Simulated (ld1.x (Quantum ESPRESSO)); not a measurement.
**Mg, PAW: configuration errors across variants**

```
Element                 : Mg (Z = 12)
Generator               : ld1.x (Quantum ESPRESSO) 7.5
Type                    : PAW
Functional              : PBEsol
Relativity              : scalar-relativistic
Frozen core             : [He]
Valence charge          : 10
Reference configuration : 2s2 2p6 3s1.5 3p0 (charge +0.5)
Partial waves           : 2s (bound): rcut 0.95, rcutus 1.15 bohr; 3s (bound): rcut 0.95, rcutus 1.15 bohr; 2p (bound): rcut 1.00, rcutus 1.15 bohr; 3p (bound, empty): rcut 1.00, rcutus 1.15 bohr
Local potential         : all-electron potential smoothed inside 0.90 bohr (lloc = -1)
Core correction         : Bessel-smoothed model core inside 0.70 bohr
Augmentation charge     : BESSEL, radius 1.00 bohr
```

All-electron excitation energies from the reference (eV): (1) 2s2 2p6 3s2 3p0 -3.129; (2) 2s2 2p6 3s1 3p0 4.792; (3) 2s2 2p6 3s0 3p0 19.608; (4) 2s2 2p5 3s2 3p0 55.326; (5) 2s2 2p6 3s0 3p1 9.101; (6) 2s1 2p6 3s2 3p0 88.069; (7) 2s2 2p6 3s0 3p2 3.997.

On the changes marked as counting shells twice: ld1.x takes every shell without a wave as core, so the model core holds the marked electrons as well and exchange and correlation see them twice. This cancels in the reference configuration, but the file is broken for other ones, and its errors say nothing about a proper core correction.

The overlap operator is not positive definite (basis up to 400 Ry) in “base”, “core correction Bessel-smoothed model core inside 0.68 bohr”, “local potential all-electron potential smoothed inside 1.05 bohr (lloc = -1)”. Such files are unfit for use, however small their errors in these radial tests.

2 further variants failed, have other tests or too few solved ones, and are left out.

Errors AE − PS in meV (a dash: test not solved or not reliable):

```tsv
change	(1)	(2)	(3)	(4)	(5)	(6)	(7)	bound ghosts
base	0.0	-0.1	-0.2	-19	0.0	-20	0.0	not determined (overlap not positive)
core correction Bessel-smoothed model core inside 0.68 bohr	0.0	0.0	-0.2	-19	0.0	-20	+0.1	not determined (overlap not positive)
type TM; waves now 2s (bound): rc 1.15 bohr; 2p (bound): rc 1.15 bohr; local potential the p channel (3s counted twice)	-103	+37	-356	-133	+48	-626	-99	none
local potential all-electron potential smoothed inside 1.05 bohr (lloc = -1)	+0.6	+0.4	-1.3	-32	-1.5	+118	-1.7	not determined (overlap not positive)
```

Task: Give the same row for: waves 2p (bound): rcut 1.00, rcutus 1.48 bohr; 3p (bound): rcut 1.00, rcutus 1.48 bohr.

Result: 0.0, 0.0, -0.1, –, +2.2, –, –; bound ghosts: not determined (overlap not positive). Not counted: 2s2 2p5 3s2 3p0 (solver errors, printed error -1004 eV). Its overlap operator is not positive definite in a basis up to 400 Ry (lowest eigenvalue s -0.02), so the file is unfit for use: the generalised eigenproblem breaks down once the basis is large enough, and its test numbers describe a broken file.
